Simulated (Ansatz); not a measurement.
Geometry optimisation, Ansatz, RKS B3LYP-D4/def2-SVP.

Input:

```yaml
crystal:
  periodic: [false, false, false]
  atoms:
    - { symbol: Sn, position_ang: [-0.529272, 0.410034, 2.178746] }
    - { symbol: "N", position_ang: [0.139057, -0.886514, -0.886114] }
    - { symbol: C, position_ang: [0.141909, 0.176247, -1.87977] }
    - { symbol: H, position_ang: [-1.074301, 1.428331, 0.919113] }
    - { symbol: H, position_ang: [-0.597332, 1.221828, 3.7] }
    - { symbol: H, position_ang: [-1.273018, -1.131492, 2.261349] }
    - { symbol: H, position_ang: [1.050839, -0.963444, -0.433644] }
    - { symbol: Cl, position_ang: [1.829114, 0.057063, 1.865267] }
    - { symbol: H, position_ang: [-0.069676, -1.790714, -1.312528] }
    - { symbol: H, position_ang: [0.785623, 0.011656, -2.769524] }
    - { symbol: H, position_ang: [-0.884697, 0.356457, -2.23738] }
    - { symbol: H, position_ang: [0.481855, 1.11045, -1.405415] }
basis:
  gaussian: { orbitals: def2-SVP }
hamiltonian:
  xc: b3lyp
  dispersion: d4
relax:
  f_tol: 0.03
  max_steps: 50
```

Command:

```bash
$ ansatz run input.yaml --threads 2 --pin off --max-ram 3072MiB --backend cpu --events-out ev --progress --plain --runs-dir out
```

Task: Where does it end, and by what steps?

Result: The forces met the threshold. The force dipped under the threshold on the way, but the program's further checks kept it going. After 16 steps the energy has fallen by 0.103 eV; H9 moved furthest, 0.65 Å.

```csv
step,energy less start (eV),largest force component (eV/Å),accepted
0,0.0000,0.149,yes
1,-0.0391,0.189,yes
2,-0.0445,0.295,yes
3,-0.0580,0.703,yes
4,-0.0785,0.340,yes
5,-0.0853,0.086,yes
6,-0.0886,0.050,yes
7,-0.0917,0.071,yes
8,-0.0910,0.288,no
9,-0.0939,0.029,yes
10,-0.0961,0.124,yes
11,-0.0921,0.241,no
12,-0.0997,0.108,yes
13,-0.1016,0.099,yes
14,-0.1017,0.112,yes
15,-0.1028,0.071,yes
16,-0.1034,0.022,yes
```

```xyz
12
Properties=species:S:1:pos:R:3
Sn -0.512 0.290 1.827
N 0.080 -0.794 -0.645
C 0.255 0.226 -1.676
H -1.407 1.264 0.734
H -0.654 1.027 3.394
H -0.952 -1.360 2.010
H 0.974 -1.231 -0.417
Cl 1.870 0.560 1.541
H -0.550 -1.535 -0.956
H 0.624 -0.162 -2.645
H -0.702 0.740 -1.856
H 0.974 0.974 -1.310
```

Run time: 68 s on 2 threads of Arm Neoverse V1, with other jobs on the host, peak memory 0.29 GiB.
